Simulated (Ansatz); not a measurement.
The cluster SbF₃, relaxed as a singlet with RKS B3LYP-D4/def2-TZVP in Ansatz, starting from the GFN1-xTB geometry. Force threshold 0.02 eV/Å.

In the def2 sets Sb takes a core potential; there is no spin–orbit coupling. The structure comes from a short search, and lower isomers may exist.

Start:

Cartesian coordinates in Å:
```
Sb -0.278 0.719 0.079
F 0.274 0.003 -1.620
F 1.306 0.119 0.992
F -1.302 -0.841 0.549
```

```
step  energy (eV)  largest force component (eV/Å)  SCF passes
   1  -14697.2222                           0.855          17
   2  -14697.2430                           0.073          21
   3  -14697.2453                           0.052          22
   4  -14697.2456                           0.002          23
```

Force components are those of the run's own axes.

End:

```xyz
4

Sb   -0.268    0.694    0.076
F     0.270    0.011   -1.616
F     1.299    0.126    0.991
F    -1.301   -0.831    0.549
```

By distances, no bond broke or formed. The bond that changes most is Sb1–F3, from 1.92 to 1.90 Å (atoms count from 1).

No frequencies were taken in this run, so the end may be a saddle point.

Run time 4.5 s (4 threads of Arm Neoverse V2 on a shared host).
